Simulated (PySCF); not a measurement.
Gas-phase reaction: TiBr₄ + 4 F = TiF₄ + 2 Br₂

Method: PySCF energies (xtb for GFN2) plus ideal-gas RRHO corrections (1 bar). † marks an energy on the PBE0/def2-TZVP geometry and frequencies; other levels use their own. MP2 and CCSD(T) freeze the core. 6-31G* has spherical d functions here. Open shells (unrestricted): F (multiplicity 2, electronic degeneracy 6); the rest are closed-shell singlets. GFN2 has no spin-polarisation term. Spin-orbit splitting is ignored; it lowers the true energy and changes the entropy of F. B3LYP is the form with VWN-RPA correlation. Br: all electrons, no relativistic terms. MP2 isn't extrapolated to the basis-set limit; its ΔH°(298 K) is -1185.5 kJ in def2-SVP and -1241.8 kJ in def2-TZVPP. CCSD(T) isn't extrapolated to the basis-set limit. The harmonic model lacks anharmonicity and excited electronic states, which grow with temperature; levels with a mode under 35 cm⁻¹ are left out. Soft modes under 120 cm⁻¹ make the harmonic entropy rough for TiBr₄. Warning, large T1 diagnostic: TiF₄ (CCSD(T)/def2-SVP†).

```json
[
 {"level": "B3LYP/6-31G*", "ΔE electronic, kJ": "-1336", "ΔH°(298 K), kJ": "-1329", "ΔS°(298 K), J/K": "-244", "ΔG°(1200 K), kJ": "-1020"},
 {"level": "B3LYP/def2-TZVP†", "ΔE electronic, kJ": "-1290", "ΔH°(298 K), kJ": "-1283", "ΔS°(298 K), J/K": "-245", "ΔG°(1200 K), kJ": "-974"},
 {"level": "CCSD(T)/def2-SVP†", "ΔE electronic, kJ": "-1154", "ΔH°(298 K), kJ": "-1147", "ΔS°(298 K), J/K": "-245", "ΔG°(1200 K), kJ": "-837"},
 {"level": "GFN2-xTB", "ΔE electronic, kJ": "-1559", "ΔH°(298 K), kJ": "-1555", "ΔS°(298 K), J/K": "-247", "ΔG°(1200 K), kJ": "-1247"},
 {"level": "HF/6-31G*", "ΔE electronic, kJ": "-820", "ΔH°(298 K), kJ": "-811", "ΔS°(298 K), J/K": "-246", "ΔG°(1200 K), kJ": "-499"},
 {"level": "HF/def2-TZVP†", "ΔE electronic, kJ": "-782", "ΔH°(298 K), kJ": "-775", "ΔS°(298 K), J/K": "-245", "ΔG°(1200 K), kJ": "-466"},
 {"level": "MP2/def2-TZVPP†", "ΔE electronic, kJ": "-1249", "ΔH°(298 K), kJ": "-1242", "ΔS°(298 K), J/K": "-245", "ΔG°(1200 K), kJ": "-932"},
 {"level": "PBE/def2-TZVP†", "ΔE electronic, kJ": "-1377", "ΔH°(298 K), kJ": "-1370", "ΔS°(298 K), J/K": "-245", "ΔG°(1200 K), kJ": "-1061"},
 {"level": "PBE0/def2-QZVP†", "ΔE electronic, kJ": "-1267", "ΔH°(298 K), kJ": "-1260", "ΔS°(298 K), J/K": "-245", "ΔG°(1200 K), kJ": "-951"},
 {"level": "PBE0/def2-SVP†", "ΔE electronic, kJ": "-1256", "ΔH°(298 K), kJ": "-1249", "ΔS°(298 K), J/K": "-245", "ΔG°(1200 K), kJ": "-940"},
 {"level": "ωB97M-V/def2-TZVP†", "ΔE electronic, kJ": "-1295", "ΔH°(298 K), kJ": "-1288", "ΔS°(298 K), J/K": "-245", "ΔG°(1200 K), kJ": "-979"}
]
```
ΔH° is lowest at GFN2-xTB and highest at HF/def2-TZVP†. No reference value is set beside these.
